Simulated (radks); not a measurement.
Values are calculated unless marked as measured or tabulated.
Ag+, 46 electrons, occupied as [Kr] 4d10. Level of theory: Dirac Kohn-Sham, BLYP, spin-unpolarised, spherical densities, point nucleus (a radial shooting solver on a logarithmic mesh with Libxc functionals).

Radial electron density D(r) = 4 pi r^2 rho(r):

```
   r/bohr * D(r) (the largest magnitude, 75.5, reaches the edge; | marks zero)
 0.003128 |     *
 0.004105 |         *
 0.005345 |             *
 0.007016 |                   *
 0.009136 |                          *
  0.01199 |                                  *
  0.01562 |                                        *
   0.0205 |                                           *
  0.02669 |                                          *
  0.03503 |                                       *
  0.04562 |                                     *
  0.05987 |                                          *
  0.07796 |                                                   *
   0.1023 |                                                      *
   0.1333 |                                              *
   0.1749 |                                     *
   0.2278 |                                       *
   0.2989 |                                           *
   0.3924 |                                *
   0.5109 |                *
   0.6707 |           *
   0.8733 |             *
    1.146 |          *
    1.493 |     *
    1.959 | *
    2.551 |*
    3.348 *
     4.36 *
```

D(r) has 4 maxima, at r = 0.0219, 0.0968, 0.290, 0.873 bohr, and minima at 0.0435, 0.188, 0.650 bohr, inside which lie 2.04, 11.16, 29.06 electrons.
